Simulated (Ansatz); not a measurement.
Ansatz (a program for electronic structure) input for CdHCl, SMILES [CdH][Cl], B3LYP-D3(BJ)/def2-TZVPD. 

Ansatz 0.2 input:
```yaml
crystal:
  periodic: [false, false, false]
  atoms:
    - {symbol: Cd, position_ang: [0.01989116, 0.55604812, -0.00000000]}
    - {symbol: H, position_ang: [-0.57186616, 2.06078511, 0.00000000]}
    - {symbol: Cl, position_ang: [-0.02252408, -1.69124087, 0.00000000]}
basis:
  gaussian:
    orbitals: def2-TZVPD
hamiltonian:
  xc: b3lyp
  dispersion: d3bj
relax: {f_tol: 0.002, max_steps: 200}
```

Program output:

```
WARN ansatz: RAYON_NUM_THREADS=1 ignored (pool sized by the plan → 1); use --threads N
Functional definition: B3LYP
integrals: 0.03 GiB planned
745 factors; their error is unknown
mean field: 0.27 GiB planned
mean field evaluation 1: about -17105.6465 eV, gradient 2.7e1 eV
mean field evaluation 2: about -17103.6414 eV, gradient 4.3e1 eV
mean field evaluation 4: about -17107.3287 eV, gradient 1.3e0 eV
mean field evaluation 8: about -17107.4140 eV, gradient 7.2e-2 eV
mean field evaluation 16: about -17107.4140 eV, gradient 3.0e-5 eV
mean field -17107.41398788 eV, -628.6858682328 hartree, gradient 3.0e-5 eV, S^2 0.000000; 0 other end points of the search recorded, 0 dependent functions left out
the calculation of the forces begins
reference -17107.41421842 eV, -628.6858767052 hartree; 19, 19 occupied and 76, 76 virtual orbitals, 745 factors
relax step   1: F+E_penalty+E_count = -17107.50764914 eV  Δ(F+E_penalty+E_count) = +0.000e0 eV  max|allowed force component| = 9.898e-1 eV/Å  Δτ_max = 0.0000 Å  (28 SCF iters, accepted)
these checks for a lower state are left out or cut short: starts, cluster_reference, orbital_swaps, neighbouring_geometries, increment
integrals: 0.03 GiB planned
745 factors; their error is unknown
mean field: 0.27 GiB planned
mean field -17107.57460048 eV, -628.6917706371 hartree, gradient 1.6e-5 eV, S^2 0.000000; 0 other end points of the search recorded, 0 dependent functions left out
the calculation of the forces begins
reference -17107.57483254 eV, -628.6917791653 hartree; 19, 19 occupied and 76, 76 virtual orbitals, 745 factors
relax step   2: F+E_penalty+E_count = -17107.66682863 eV  Δ(F+E_penalty+E_count) = -1.592e-1 eV  max|allowed force component| = 4.369e-1 eV/Å  Δτ_max = 0.1908 Å  (36 SCF iters, accepted)
these checks for a lower state are left out or cut short: starts, cluster_reference, orbital_swaps, neighbouring_geometries, increment
integrals: 0.03 GiB planned
745 factors; their error is unknown
mean field: 0.27 GiB planned
mean field evaluation 32: about -17107.5886 eV, gradient 2.2e-5 eV
mean field -17107.58856051 eV, -628.6922836586 hartree, gradient 2.2e-5 eV, S^2 0.000000; 0 other end points of the search recorded, 0 dependent functions left out
the calculation of the forces begins
reference -17107.58879163 eV, -628.6922921523 hartree; 19, 19 occupied and 76, 76 virtual orbitals, 745 factors
relax step   3: F+E_penalty+E_count = -17107.68114215 eV  Δ(F+E_penalty+E_count) = -1.431e-2 eV  max|allowed force component| = 3.182e-1 eV/Å  Δτ_max = 0.0584 Å  (29 SCF iters, accepted)
these checks for a lower state are left out or cut short: starts, cluster_reference, orbital_swaps, neighbouring_geometries, increment
integrals: 0.03 GiB planned
745 factors; their error is unknown
mean field: 0.27 GiB planned
mean field -17107.59102751 eV, -628.6923743192 hartree, gradient 1.8e-5 eV, S^2 0.000000; 0 other end points of the search recorded, 0 dependent functions left out
the calculation of the forces begins
reference -17107.59125886 eV, -628.6923828213 hartree; 19, 19 occupied and 76, 76 virtual orbitals, 745 factors
relax step   4: F+E_penalty+E_count = -17107.68357112 eV  Δ(F+E_penalty+E_count) = -2.429e-3 eV  max|allowed force component| = 2.755e-2 eV/Å  Δτ_max = 0.0100 Å  (31 SCF iters, accepted)
these checks for a lower state are left out or cut short: starts, cluster_reference, orbital_swaps, neighbouring_geometries, increment
integrals: 0.03 GiB planned
745 factors; their error is unknown
mean field: 0.27 GiB planned
mean field -17107.59103394 eV, -628.6923745555 hartree, gradient 1.8e-5 eV, S^2 0.000000; 0 other end points of the search recorded, 0 dependent functions left out
the calculation of the forces begins
reference -17107.59126530 eV, -628.6923830578 hartree; 19, 19 occupied and 76, 76 virtual orbitals, 745 factors
relax step   5: F+E_penalty+E_count = -17107.68358868 eV  Δ(F+E_penalty+E_count) = -1.756e-5 eV  max|allowed force component| = 5.482e-3 eV/Å  Δτ_max = 0.0020 Å  (31 SCF iters, accepted)
these checks for a lower state are left out or cut short: starts, cluster_reference, orbital_swaps, neighbouring_geometries, increment
integrals: 0.03 GiB planned
745 factors; their error is unknown
mean field: 0.27 GiB planned
mean field -17107.59103804 eV, -628.6923747064 hartree, gradient 1.8e-5 eV, S^2 0.000000; 0 other end points of the search recorded, 0 dependent functions left out
the calculation of the forces begins
reference -17107.59126940 eV, -628.6923832086 hartree; 19, 19 occupied and 76, 76 virtual orbitals, 745 factors
relax step   6: F+E_penalty+E_count = -17107.68359053 eV  Δ(F+E_penalty+E_count) = -1.851e-6 eV  max|allowed force component| = 9.172e-5 eV/Å  Δτ_max = 0.0007 Å  (31 SCF iters, accepted)
integrals: 0.03 GiB planned
745 factors; their error is unknown
mean field: 0.27 GiB planned
mean field evaluation 64: about -17107.5910 eV, gradient 1.8e-5 eV
mean field -17107.59103804 eV, -628.6923747064 hartree, gradient 1.8e-5 eV, S^2 0.000000; 1 other end points of the search recorded, 0 dependent functions left out
the calculation of the forces begins
reference -17107.59126940 eV, -628.6923832086 hartree; 19, 19 occupied and 76, 76 virtual orbitals, 745 factors
Total energy: -17107.68382189 eV, -628.6957844498 hartree
Atom 0 at    -0.220855     0.525407     0.000000 Å, force     0.000021     0.000092    -0.000000 eV/Å
Atom 1 at    -0.442288     2.162135    -0.000000 Å, force    -0.000008    -0.000084     0.000000 eV/Å
Atom 2 at     0.088644    -1.761950    -0.000000 Å, force    -0.000013    -0.000008     0.000000 eV/Å
Dipole moment:    -0.068894     0.509111     0.000000 e Å
```

Self-consistency was reached.

Cost: about 15 core-seconds (a rough figure).
